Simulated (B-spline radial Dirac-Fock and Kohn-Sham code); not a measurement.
X-ray scattering factor of Os⁺

System: Os⁺ in the configuration [Xe] 4f14 5d6 6p1 (an excited configuration).

Method: Dirac-Fock orbitals of the configuration average with a finite nucleus. Computed with a radial finite-basis atomic code. f₀ is the Fourier transform of the spherical electron density, S the Waller-Hartree incoherent function, and s = sin θ/λ. The electron scattering factor follows from the Mott-Bethe formula f_e = 0.023934 Å⁻¹·(Z − f₀)/s².

| s (Å⁻¹) | f₀ | S | f_e (Å) |
| --- | --- | --- | --- |
| 0 | 75.000 | 0.000 | – |
| 0.05 | 73.952 | 1.296 | 19.611 |
| 0.1 | 71.333 | 3.860 | 11.170 |
| 0.15 | 67.982 | 6.535 | 8.529 |
| 0.2 | 64.357 | 9.112 | 6.966 |
| 0.25 | 60.681 | 11.546 | 5.866 |
| 0.3 | 57.103 | 13.881 | 5.025 |
| 0.35 | 53.722 | 16.154 | 4.353 |
| 0.4 | 50.582 | 18.357 | 3.802 |
| 0.45 | 47.690 | 20.467 | 3.346 |
| 0.5 | 45.033 | 22.463 | 2.965 |
| 0.6 | 40.319 | 26.054 | 2.372 |
| 0.7 | 36.244 | 29.129 | 1.942 |
| 0.8 | 32.665 | 31.812 | 1.621 |
| 0.9 | 29.507 | 34.231 | 1.374 |
| 1 | 26.740 | 36.466 | 1.179 |
| 1.1 | 24.347 | 38.555 | 1.022 |
| 1.2 | 22.312 | 40.519 | 0.892 |
| 1.4 | 19.188 | 44.132 | 0.694 |
| 1.6 | 17.034 | 47.379 | 0.551 |
| 1.8 | 15.482 | 50.253 | 0.447 |
| 2 | 14.239 | 52.734 | 0.370 |
| 2.5 | 11.543 | 57.403 | 0.247 |
| 3 | 9.141 | 60.587 | 0.178 |
| 3.5 | 7.288 | 62.954 | 0.134 |
| 4 | 6.058 | 64.817 | 0.105 |
| 5 | 4.785 | 67.560 | 0.068 |
| 6 | 4.038 | 69.445 | 0.048 |

f₀ starts at the number of electrons, 75, and has fallen to half at s ≈ 0.67 Å⁻¹. The sum of ⟨r²⟩ over the electrons is 60.07 bohr². For an ion f_e diverges as s goes to zero, because of the net charge.
